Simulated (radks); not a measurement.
Values are calculated unless marked as measured or tabulated.
The copper ion Cu+, configuration [Ar] 3d7.5 4p2.5 (fractional occupations, a model configuration).

Level of theory: scalar-relativistic Kohn-Sham, PBE, spin-unpolarised, spherical densities, finite nucleus; Fermi nuclear charge, rms radius 3.8823 fm (a radial shooting solver on a logarithmic mesh with Libxc functionals).

Energy parts (eV):
| part | energy |
|---|---|
| total | -44988.255 |
| kinetic | 45659.808 |
| electron-nucleus | -107553.588 |
| Hartree | 18712.665 |
| exchange-correlation | -1807.140 |

Orbitals (lengths in bohr, moments of r in powers of bohr; r(max) is where P^2 peaks; r(90%) holds 90 % of the orbital's charge):
orbital  occ.  eigenvalue (eV)     <r^2>  r(90%)   r(max)
1s          2        -8881.467  0.003657  0.0931  0.03411
2s          2        -1094.425   0.06528   0.364   0.1966
2p          6        -948.7731   0.05229   0.338   0.1582
3s          2        -144.6190    0.5695    1.05   0.6108
3p          6        -101.6298    0.6314    1.13   0.6153
3d        7.5         -32.5599    0.9166    1.43   0.5835
4p        2.5         -11.2804     8.554    4.11    2.286

The highest occupied level is 4p at -11.280 eV. The electron density at the nucleus is 2.241e+04 e/bohr^3 (large components only). The density falls to 0.001 e/bohr^3 at r = 4.34 bohr. Summed over all electrons, <r^2> = 33.64 bohr^2, which gives a Langevin (diamagnetic) susceptibility term of -26.6 x 10^-6 cm^3/mol.
